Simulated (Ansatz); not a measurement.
Ansatz results at the PBE0-D4/def2-TZVP geometry: HOMO–LUMO gap (PBE0/def2-TZVPP) 5.67 eV; LUMO energy (ωB97M-V/def2-TZVPP) -0.07 eV; HOMO energy (PBE0/def2-TZVPP) -7.34 eV.

**Question.** Which molecule gave them?
A. `[CH3][AlH][GeH3]`
B. `[F][Al]([Cl])[Br]`
C. `C[CH](C)[AlH][Cl]`
D. `[AlH2][CH2][GeH3]`

**Answer.** A. The others give `[AlH2][CH2][GeH3]`: 6.54, 0.13, -7.99; `[F][Al]([Cl])[Br]`: 7.71, 0.32, -9.11; `C[CH](C)[AlH][Cl]`: 6.26, 0.39, -7.47.
